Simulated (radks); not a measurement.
Q: The mean radii <r> (bohr) of the occupied orbitals of an atom or ion are listed with their occupations. Method: non-relativistic Kohn-Sham, PBE, spin-polarised, spherical densities, point nucleus; computed with a radial shooting solver on a logarithmic mesh with Libxc functionals.

orbital  occ.      <r>
1s up       1  0.05690
1s down     1  0.05690
2s up       1   0.2588
2s down     1   0.2585
2p up       3   0.2263
2p down     3   0.2259
3s up       1   0.7745
3p up       3   0.8051
3p down     3   0.8119
3d up       5   0.9317
3d down     2   0.9629
4s up       1    2.307

Name the element and its charge. Open shells, if any, are filled with parallel spins first.

A: Z = 27, cobalt, charge +2: Co2+ in [Ne] 3s1 3p6 3d7 4s1. The 1s radius gives Z: for a bare nucleus <r> = 1.5/Z, 0.05556 bohr for Z = 27, and screening makes it slightly larger (0.05690 here). The occupations add up to 25, and the charge is Z minus that.
